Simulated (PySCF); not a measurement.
An EPR job on `C=C(C/C=C/Cl)C([NH])=O` [radical].

Computed with UKS B3LYP, pcH-1 on C Cl H N O, non-relativistic, mean-field spin-orbit, GIAO (PySCF 2.14.0). Geometry: GFN2-xTB. The input is one job of a driver script: a line of settings, then coordinates in Å.

Command:
```bash
OMP_NUM_THREADS=1 python probes_run.py task.json out
```

Input:
```
{"job": {"kind": "epr", "basis": "pcH-1"}, "charge": 0, "multiplicity": 2}
C      0.107885    -1.526966    -0.966294
C      0.465854    -0.725025     0.026075
C     -0.379013    -0.273865     1.173465
C     -1.530743     0.596719     0.840953
C     -1.657347     1.252346    -0.309835
Cl    -2.992858     2.263929    -0.652537
C      1.848889    -0.165527     0.106686
N      2.047960     0.574647     1.165672
O      2.745293    -0.349368    -0.723189
H      0.814067    -1.788456    -1.736294
H     -0.883509    -1.941722    -1.035770
H      0.347014     0.323187     1.787855
H     -0.697191    -1.113476     1.794223
H     -2.279533     0.714117     1.612076
H     -0.933262     1.188619    -1.107474
H      2.968897     0.979786     1.280460
```

Problem. Estimate the output.

Solution. 
```
UKS, coarse grid
  cycle   1  E = -822.66796822  |g| = 7.17e-01
  cycle   2  E = -816.32773778  |g| = 2.77e+00
  cycle   3  E = -822.82528505  |g| = 3.99e-01
  cycle   4  E = -822.84312271  |g| = 4.29e-01
  cycle   5  E = -822.91387748  |g| = 1.99e-01
  cycle   6  E = -822.92082482  |g| = 1.81e-01
  cycle   7  E = -822.93382024  |g| = 8.66e-02
  cycle   8  E = -822.93801171  |g| = 2.28e-02
  cycle   9  E = -822.93825089  |g| = 1.11e-02
  cycle  10  E = -822.93830314  |g| = 6.00e-03
  cycle  11  E = -822.93832144  |g| = 3.63e-03
  cycle  12  E = -822.93832936  |g| = 2.45e-03
  cycle  13  E = -822.93833646  |g| = 1.15e-03
  cycle  14  E = -822.93833722  |g| = 4.18e-04
UKS, final grid
  cycle   1  E = -822.93840404  |g| = 7.61e-04
  cycle   2  E = -822.93840206  |g| = 2.58e-03
  cycle   3  E = -822.93840492  |g| = 3.21e-04
  cycle   4  E = -822.93840513  |g| = 2.37e-04
  cycle   5  E = -822.93840599  |g| = 2.19e-04
  cycle   6  E = -822.93840709  |g| = 1.78e-04
  cycle   7  E = -822.93840731  |g| = 1.56e-04
  cycle   8  E = -822.93840743  |g| = 8.40e-05
  cycle   9  E = -822.93840745  |g| = 4.53e-05
  cycle  10  E = -822.93840745  |g| = 1.82e-05
E = -822.93840745 Eh   <S^2> = 0.7570 (exact 0.7500)
g shifts (ppm)      1          2          3
  rmc          -279       -279       -279
  gc             45         10         11
  oz_so         225       5317      17340
  total          -6       5048      17075
hyperfine (MHz)  atom isotope    a_iso     a_fc   dipolar eigenvalues
    0   13C      -2.07      -2.09     -2.89      0.99      1.90
    1   13C      -0.59      -0.60     -1.71     -1.26      2.98
    2   13C      30.82      30.83     -8.39     -7.88     16.27
    3   13C      -1.94      -1.93     -3.83      0.49      3.34
    4   13C       5.51       5.44     -5.41     -4.79     10.20
    5  35Cl       1.02       0.96     -3.84     -3.19      7.03
    6   13C     -35.14     -35.21    -12.41      0.63     11.78
    7   14N      38.69      38.54    -24.33    -22.03     46.36
    8   17O     -28.83     -27.26   -143.59     70.57     73.02
    9    1H       1.59       1.60     -3.24     -1.76      5.00
   10    1H       0.06       0.06     -1.24     -0.36      1.60
   11    1H      50.02      50.08    -15.84     -5.49     21.33
   12    1H      19.10      19.09     -3.91     -1.09      5.00
   13    1H       1.73       1.73     -1.48      0.05      1.43
   14    1H      -3.78      -3.79     -2.09     -0.04      2.13
   15    1H      30.54      30.59    -27.62    -11.10     38.72
```

rmc, gc and oz_so are the mass-correction, gauge-correction and orbital-Zeeman/spin–orbit parts of the g shift along its three principal axes; a_iso is the isotropic hyperfine coupling and a_fc its Fermi-contact part. The program numbers atoms from 0.

Problem. Get g_iso from the total shifts.

Solution. Their mean is 7372 ppm; added to g_e = 2.002319 it gives 2.00969.

Problem. How far is ⟨S²⟩ from the pure-spin value?

Solution. S = 0.5 gives S(S+1) = 0.75; the run has 0.7570, 0.0070 more.

In short: ⟨S²⟩ 0.757; g_iso 2.0097.

One conformer (not necessarily the lowest) at the GFN2-xTB geometry, without solvent, vibrations or thermal averaging.

Time: 2.2 min wall (with the writing of density and orbital grids); peak memory 1.2 GiB. Hardware: one thread of an Arm Neoverse V2, on a shared host.
Labels such as C1 count atoms from 1, the log's own numbers from 0.
